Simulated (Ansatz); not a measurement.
Ideal-gas functions of CH5BSe, SMILES `B[Se]C` at 600 K and 1 bar, from an Ansatz frequency run at PBE0-D4/def2-TZVP.

Molar mass 106.82 g/mol, point group Cs (symmetry number 1), electronic degeneracy 1, moments of inertia 35.87, 71.892, 104.567 u Å². Harmonic wavenumbers (cm⁻¹, unscaled): 75, 240, 445, 612, 706, 747, 891, 927, 938, 1166, 1307, 1458, 1469, 2600, 2710, 3079, 3178, 3192.

Use S(trans) = R[1.5 ln M + 2.5 ln T − 1.1517]; rotational temperatures θ = 24.2544 K / I; S(rot) = R[ln(√π/σ · √(T³/θAθBθC)) + 1.5]; for each mode x = 1.438777 ν̃/T, S = R[x/(eˣ − 1) − ln(1 − e⁻ˣ)] and H = RT x/(eˣ − 1); 1 cm⁻¹ = 0.0119627 kJ/mol; R = 8.31446 J/(mol·K).

Q: By hand: the entropy, in J/(mol·K).

A: Translation 181.6. Rotation: θ = 0.6762, 0.3374, 0.232 K, giving 109.2. Vibration, mode by mode: 22.59, 13.02, 8.16, 5.83, 4.86, 4.50, 3.42, 3.20, 3.13, 2.04, 1.56, 1.16, 1.14, 0.12, 0.09, 0.04, 0.04, 0.03, in all 74.9. Electronic 0.0. Sum 365.7 J/(mol·K).

Q: By hand: H − E and G − E in kJ/mol, counted from the electronic energy.

A: Zero-point energy ½ × 25740 × 0.0119627 = 154.0; thermal vibration 23.9; translation, rotation and pV give 4 RT = 20.0. H − E = 197.9 kJ/mol, and G − E = 197.9 − 600 × 365.7/1000 = -21.5 kJ/mol.

Vibration gives 20 % of the entropy, 22.6 J/(mol·K) of it from the mode under 150 cm⁻¹: soft modes count most, and the harmonic formula is weakest for them.
